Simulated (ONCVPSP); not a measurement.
**chromium: ONCV pseudisation with PBE, scalar-relativistic reference atom.**

ONCVPSP 4.0.1 was run on this input:

```
# ATOM AND REFERENCE CONFIGURATION
# atsym  z   nc   nv     iexc    psfile
  Cr 24.00    3    4        4      upf
#
#   n    l    f
    1    0    2.00
    2    0    2.00
    2    1    6.00
    3    0    2.00
    3    1    6.00
    3    2    5.00
    4    0    1.00
#
# PSEUDOPOTENTIAL AND OPTIMIZATION
# lmax
    2
#
#   l,   rc,      ep,       ncon, nbas, qcut
    0    1.40    0.00    3    6    8.70
    1    1.50    0.00    4    7    7.80
    2    1.55    0.00    3    8    7.90
#
# LOCAL POTENTIAL
# lloc, lpopt,  rc(5),   dvloc0
    4    5    1.10    1.00
#
# VANDERBILT-KLEINMAN-BYLANDER PROJECTORs
# l, nproj, debl
    0    2    3.60
    1    2    2.80
    2    2    2.40
#
# MODEL CORE CHARGE
# icmod, fcfact, rcfact
    1    0.25    0.00
#
# LOG DERIVATIVE ANALYSIS
# epsh1, epsh2, depsh
   -4.00    5.00    0.02
#
# OUTPUT GRID
# rlmax, drl
    6.00    0.01
#
# TEST CONFIGURATIONS
# ncnf
    4
# nvcnf
#   n    l    f
    4
    3    0    2.00
    3    1    6.00
    3    2    5.00
    4    0    0.00
#
    4
    3    0    2.00
    3    1    6.00
    3    2    4.00
    4    0    0.00
#
    4
    3    0    2.00
    3    1    6.00
    3    2    3.00
    4    0    0.00
#
    4
    3    0    2.00
    3    1    5.00
    3    2    5.00
    4    0    1.00
#
```

Command:

```bash
oncvpsp.x < Cr.dat > Cr.out
```

The program printed (shortened: citation, most of the input echo, consistency checks and plot data are left out):

```
ONCVPSP  (Optimized Norm-Conservinng Vanderbilt PSeudopotential)
scalar-relativistic version 4.0.1

#   n    l    f        energy (Ha)
    1    0    2.00    -2.1612152E+02
    2    0    2.00    -2.4517176E+01
    2    1    6.00    -2.0605301E+01
    3    0    2.00    -2.7191384E+00
    3    1    6.00    -1.6700090E+00
    3    2    5.00    -1.0706025E-01
    4    0    1.00    -1.4726729E-01

Reference configufation results
  iterations    45
  all-electron total energy (Ha)   -1.05052795D+03

Begin loop to  construct optimized pseudo wave functions
and semi-local pseudopoentials for all angular momenta

Calculating optimized projector #   1

 for l=   0

    Fraction of norm inside rc  0.918701
    Optimizing pswf for qcut=   8.69 a_B^-1,  ecut=  37.77 Ha
    Residual kinetic energy error=  3.30D-06 Ha

    Energy error per electron        Cutoff
         Ha          eV             Ha
         0.01000     0.27211       18.02
         0.00100     0.02721       25.23
         0.00010     0.00272       30.34
         0.00001     0.00027       34.80

Calculating optimized projector #   2

 for l=   0

    Fraction of norm inside rc  0.030844
    Optimizing pswf for qcut=   8.69 a_B^-1,  ecut=  37.77 Ha
    Residual kinetic energy error=  6.49D-07 Ha

    Energy error per electron        Cutoff
         Ha          eV             Ha
         0.01000     0.27211        5.60
         0.00100     0.02721       20.08
         0.00010     0.00272       27.45
         0.00001     0.00027       32.67

   Wellstate for l =  1  n =  5
     eigenvalue =   1.1300
     asymptotic potential =   1.6300
     half-point radius =  4.1902

Calculating optimized projector #   1

 for l=   1

    Fraction of norm inside rc  0.902748
    Optimizing pswf for qcut=   7.80 a_B^-1,  ecut=  30.44 Ha
    Residual kinetic energy error=  3.04D-05 Ha

    Energy error per electron        Cutoff
         Ha          eV             Ha
         0.01000     0.27211       19.18
         0.00100     0.02721       24.24
         0.00010     0.00272       28.34
         0.00001     0.00027       44.31

Calculating optimized projector #   2

 for l=   1

    Fraction of norm inside rc  0.061029
    Optimizing pswf for qcut=   7.80 a_B^-1,  ecut=  30.44 Ha
    Residual kinetic energy error=  1.21D-05 Ha

    Energy error per electron        Cutoff
         Ha          eV             Ha
         0.01000     0.27211       15.81
         0.00100     0.02721       21.82
         0.00010     0.00272       26.64
         0.00001     0.00027       30.96

   Wellstate for l =  2  n =  5
     eigenvalue =   2.2929
     asymptotic potential =   2.7929
     half-point radius =  3.4098

Calculating optimized projector #   1

 for l=   2

    Fraction of norm inside rc  0.639874
    Optimizing pswf for qcut=   7.90 a_B^-1,  ecut=  31.24 Ha
    Residual kinetic energy error=  2.52D-04 Ha

    Energy error per electron        Cutoff
         Ha          eV             Ha
         0.01000     0.27211       23.98
         0.00100     0.02721       28.60
         0.00010     0.00272       57.50
         0.00001     0.00027      174.32

Calculating optimized projector #   2

 for l=   2

    Fraction of norm inside rc  0.113054
    Optimizing pswf for qcut=   7.90 a_B^-1,  ecut=  31.24 Ha
    Residual kinetic energy error=  1.54D-03 Ha

    Energy error per electron        Cutoff
         Ha          eV             Ha
         0.01000     0.27211       26.56
         0.00100     0.02721       33.25
         0.00010     0.00272      121.28
         0.00001     0.00027      178.53

Construct Vanderbilt / Kleinmman-Bylander projectors

B matrix Hermiticity error, ll=   0
   1   2    1.8364E-04

  Orthonormal projector coefficients  9.1966E+00  1.2455E+00

B matrix Hermiticity error, ll=   1
   1   2   -2.3424E-04

  Orthonormal projector coefficients  2.4976E+00 -1.5487E-01

B matrix Hermiticity error, ll=   2
   1   2   -1.6195E-04

  Orthonormal projector coefficients -5.0158E+00 -2.0321E+00

Model core correction analysis
  based on d2Exc/dn_idn_j

d2excae - all-electron derivatives

   -4.158774D-02   -3.784794D-02   -2.266606D-02   -1.289662D-03
   -3.792018D-02   -3.555404D-02   -2.181386D-02   -1.124862D-03
   -2.301358D-02   -2.216187D-02   -1.553716D-02   -6.821234D-04
   -1.522917D-03   -1.423082D-03   -9.934453D-04   -9.126429D-05

d2excps - pseudofunction derivatives with no core correction

   -4.732577D-02   -3.948399D-02   -2.255083D-02   -1.789341D-03
   -3.955725D-02   -3.719422D-02   -2.290418D-02   -1.275193D-03
   -2.289829D-02   -2.325233D-02   -1.688924D-02   -5.269733D-04
   -2.022853D-03   -1.573461D-03   -8.384472D-04   -1.167430D-04

rms 2nd derivative error    1.691855E-03

Polynomial model core charge

d2excps - pseudofunction derivatives with core correction

   -3.835392D-02   -3.639785D-02   -2.231022D-02   -1.219344D-03
   -3.646981D-02   -3.552530D-02   -2.281828D-02   -1.075123D-03
   -2.265759D-02   -2.316636D-02   -1.705664D-02   -5.006983D-04
   -1.452591D-03   -1.373365D-03   -8.121621D-04   -8.118827D-05

rms 2nd derivative error    1.099018E-03

Pseudoatom total energy  -85.763381

Diagnostic tests using Vanderbilt-Kleinman-Bylander pseudopotentials
  1 or more projectors used as specified by nproj input data

   l    rcore       rmatch      e in        delta e   norm test  slope test

   0   1.4073591   1.4500896  -2.7191384   0.0000056   1.0001426   1.0001393
   0   1.4073591   1.4500896  -0.1472673   0.0000038   1.0000487   1.0000354

   1   1.5030821   1.5487190  -1.6700090  -0.0000024   1.0001186   1.0001250
   1   1.5030821   1.5487190   1.1299910   0.0000255   1.0002052   1.0002052

   2   1.5580113   1.6053159  -0.1070602  -0.0001459   0.9999039   0.9993817
   2   1.5580113   1.6053159   2.2929397  -0.0004030   1.0003403   1.0003403

 Testing for bound ghosts
   n   l    E NL Schr. Eq   E Basis Diag.   E Cutoff

   1   0       -2.719133       -2.719128     64.61
   2   0       -0.147263        0.012802     64.61

   2   1       -1.670011       -1.669991     98.94

   3   2       -0.107206       -0.098187    141.82

 Testing for highly-localized positive-energy ghosts
       l    <radius>/rc     E Basis Diag.   E Cutoff

Test configuration 0

   n   l     f        eae           eps        diff
   1   0  2.0000 -216.12151506
   2   0  2.0000  -24.51717551
   2   1  6.0000  -20.60530078
   3   0  2.0000   -2.71913842   -2.71913285    5.57D-06
   3   1  6.0000   -1.67000899   -1.67001143   -2.44D-06
   3   2  5.0000   -0.10706025   -0.10720613   -1.46D-04
   4   0  1.0000   -0.14726729   -0.14726346    3.83D-06

    Total energies and differences
      AE_ref= -1.05052795D+03  AE_tst= -1.05052795D+03  dif=  0.00D+00
      PS_ref= -8.57633806D+01  PS_tst= -8.57633806D+01  dif=  6.11D-13
      PSP excitation error= -6.11D-13

Test configuration 1

   n   l     f        eae           eps        diff
   1   0  2.0000 -216.38041077
   2   0  2.0000  -24.76630002
   2   1  6.0000  -20.85527375
   3   0  2.0000   -2.97610283   -2.97663750   -5.35D-04
   3   1  6.0000   -1.92842173   -1.92849128   -6.95D-05
   3   2  5.0000   -0.36288425   -0.36337473   -4.90D-04

    Total energies and differences
      AE_ref= -1.05052795D+03  AE_tst= -1.05027432D+03  dif=  2.54D-01
      PS_ref= -8.57633806D+01  PS_tst= -8.55098800D+01  dif=  2.54D-01
      PSP excitation error=  1.31D-04

Test configuration 2

   n   l     f        eae           eps        diff
   1   0  2.0000 -216.90515256
   2   0  2.0000  -25.30647823
   2   1  6.0000  -21.39391800
   3   0  2.0000   -3.49658088   -3.49631922    2.62D-04
   3   1  6.0000   -2.44236908   -2.44218954    1.80D-04
   3   2  4.0000   -0.83993251   -0.83914416    7.88D-04

    Total energies and differences
      AE_ref= -1.05052795D+03  AE_tst= -1.04968441D+03  dif=  8.44D-01
      PS_ref= -8.57633806D+01  PS_tst= -8.49197248D+01  dif=  8.44D-01
      PSP excitation error= -1.10D-04

Test configuration 3

psatom: WARNING lschvkbb convergence error n,l,iter=   3   2   3
ea(ii),et,emin,emax -1.072061E-01 -1.179267E-01 -1.179267E-01 -1.179267E-01
run_config: WARNING for fully non-local PS atom, stg. 1
 WARNING no output for configuration 4

Test configuration 4

   n   l     f        eae           eps        diff
   1   0  2.0000 -216.74295110
   2   0  2.0000  -25.05405840
   2   1  6.0000  -21.15132481
   3   0  2.0000   -3.20272165   -3.21624881   -1.35D-02
   3   1  5.0000   -2.14699861   -2.15525444   -8.26D-03
   3   2  5.0000   -0.54165020   -0.54207601   -4.26D-04
   4   0  1.0000   -0.42478682   -0.42512152   -3.35D-04

    Total energies and differences
      AE_ref= -1.05052795D+03  AE_tst= -1.04863486D+03  dif=  1.89D+00
      PS_ref= -8.57633806D+01  PS_tst= -8.38658654D+01  dif=  1.90D+00
      PSP excitation error= -4.43D-03
```

The run took about 3.3 s on one core of a shared server CPU.
